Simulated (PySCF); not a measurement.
# Static response to an electric field

C7H10N2S.
Geometry (PBE0-D3(BJ)/def2-SVP, Å), atoms numbered from 1 in this order:
```
atom  x, y, z in Å
C1    -1.7909    2.0978   -0.4447
C2    -1.1328    0.9758   -0.1136
C3    -1.8319   -0.3190    0.2009
C4    -1.6313   -1.3887   -0.8681
C5     0.3324    0.9542   -0.0387
N6     1.0225   -0.0267    0.4814
C7     2.3589    0.2515    0.4151
C8     3.3527   -0.7183    0.9538
N9     2.7385    1.3829   -0.1316
S10    1.3870    2.2065   -0.6222
H11   -1.2692    3.0352   -0.6595
H12   -2.8820    2.1137   -0.5000
H13   -2.9048   -0.1117    0.3336
H14   -1.4473   -0.6930    1.1633
H15   -0.5662   -1.6385   -0.9765
H16   -2.1672   -2.3111   -0.5986
H17   -2.0087   -1.0500   -1.8452
H18    3.1768   -0.8854    2.0271
H19    3.2445   -1.6908    0.4506
H20    4.3705   -0.3398    0.8049
```

Level: CAM-B3LYP/def2-SVPD (PySCF), static field, nuclei fixed, core orbitals frozen in the response. The polarisability tensor in these axes (au):

```
x   140.09  -9.33   8.55
y    -9.33 122.45 -14.51
z     8.55 -14.51  85.26
```

Task: Give the principal values, the mean and the anisotropy Δα = √{½[(α1 − α2)² + (α2 − α3)² + (α1 − α3)²]}.

Result: Principal values 79.82, 120.71 and 147.27 au; mean 115.93 au = 17.18 Å³ = 19.11 × 10⁻⁴⁰ C²·m²/J; Δα = 58.85 au (51 % of the mean).

Task: What is the dipole moment, and where does it point?

Result: (-1.78, -0.34, 0.05) D, 1.81 D in size, pointing from the negative to the positive side. Measured along this direction, the outermost atoms are H20 at the negative end and H13 at the positive end.

Task: Orientational against electronic polarisability at 500 K (dilute gas, rigid molecules)?

Result: In Gaussian units μ²/3kT = 15.84 Å³ against 17.18 Å³, a ratio of 0.92; the Debye molar polarisation (4π/3)N_A(α + μ²/3kT) is 83.3 cm³/mol, leaving out the vibrational part.

Task: What depolarisation ratio follows for Rayleigh scattering of linearly polarised light, taking the static tensor?

Result: ρ = 3Δα²/(45ᾱ² + 4Δα²) = 10388.9/(604807 + 13851.8) = 0.0168.

Task: Molar refractivity from α?

Result: Lorentz–Lorenz: R = (4π/3)N_A α = 2.5225 cm³/(mol·Å³) × 17.18 Å³ = 43.3 cm³/mol, in the limit of long wavelengths.

Task: Refractivity n − 1 of an ideal gas of it at 350 K and 1 atm, from the electronic α?

Result: N = p/kT = 2.0968 × 10¹⁹ cm⁻³, so n − 1 = 2π × N × 17.18 × 10⁻²⁴ cm³ = 2263 × 10⁻⁶ at long wavelengths.

Task: In TDDFT the mean static polarisability is Σ f/ω² over all singlet excitations (ω in hartree). How much of it do the 10 lowest give? Their energies (eV) and oscillator strengths: 4.71, 0.1423; 4.93, 0.0020; 5.69, 0.0602; 5.79, 0.1221; 5.88, 0.0065; 6.70, 0.0419; 6.86, 0.0024; 7.11, 0.0729; 7.14, 0.0379; 7.20, 0.1444.

Result: They add up to 13.43 au, 11.6 % of the 115.93 au; the largest single term is 4.75 au, from the state at 4.71 eV. Terms in order: 4.75, 0.06, 1.38, 2.70, 0.14, 0.69, 0.04, 1.07, 0.55, 2.06 au. Higher excitations give the rest. The strengths listed sum to 0.633.

Geometry: PBE0-D3(BJ)/def2-SVP, one conformer, isolated molecule.

These values come from a run that also computed excited states and ΔSCF ions. The run took 15 min on Arm Neoverse N1, one thread (shared host).
